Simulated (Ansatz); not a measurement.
`C[O][Sn][Cl]` + `CN[SiH3]` → `CN(C)[SiH3]` + `[OH][Sn][Cl]` at 298.15 K and 1 bar (substitution at a C–O bond).

Gas-phase electronic energies from Ansatz, PBE0-D4/def2-TZVP geometries. CCSD(T)/CBS adds triple-zeta CCSD(T) − MP2 to the extrapolated MP2 energy (def2 sets, frozen cores). def2 core potentials past Kr. For Sn outer-core shells are correlated without core-valence functions, which leaves a few kJ/mol of doubt a bond. Each species was taken in one conformer, which may not be the lowest.

```csv
species,CCSD(T)/CBS energy (Eh),H − E (kJ/mol),S (J/(mol·K))
`C[O][Sn][Cl]`,-788.90874,129.6,345.0
`CN[SiH3]`,-386.04948,224.3,300.3
`CN(C)[SiH3]`,-425.29981,301.2,327.6
`[OH][Sn][Cl]`,-749.66523,50.6,304.5
```

H − E and S are ideal-gas, rigid-rotor, harmonic terms from PBE0-D4/def2-TZVP, for one conformer and one mirror image of each species. 1 Eh = 2625.50 kJ/mol, R = 8.31446 J/(mol·K).

Problem. By hand: ΔE, ΔH, ΔS and ΔG.

Solution. ΔE = (-425.29981) + (-749.66523) − (-788.90874) − (-386.04948) = -0.00682 Eh = -17.9 kJ/mol. Δ(H − E) = 301.2 + 50.6 − 129.6 − 224.3 = -2.1, so ΔH = -20.0 kJ/mol. ΔS = 327.6 + 304.5 − 345.0 − 300.3 = -13.2 J/(mol·K). ΔG = -20.0 − 298.15 × (-13.2)/1000 = -16.1 kJ/mol.

Problem. By hand: the equilibrium constant, and the temperature at which ΔG would vanish if ΔH and ΔS stayed fixed.

Solution. log₁₀ K = −ΔG/(RT ln 10) = 2.8. ΔG = 0 at ΔH/ΔS = 1515 K, though so small a ΔS makes that figure unsure.

The number of gas molecules stays the same, so ΔS is small and ΔH decides. A doubt of 5 kJ/mol in ΔE shifts log₁₀ K by 0.9 here. Other conformers and mirror images would add mixing entropy, several J/(mol·K) or more a flexible species. These are equilibria of isolated gas molecules and say nothing of rates. Largest T1 diagnostic: 0.017 (customary marks: 0.02 for closed shells, 0.045 for open ones).
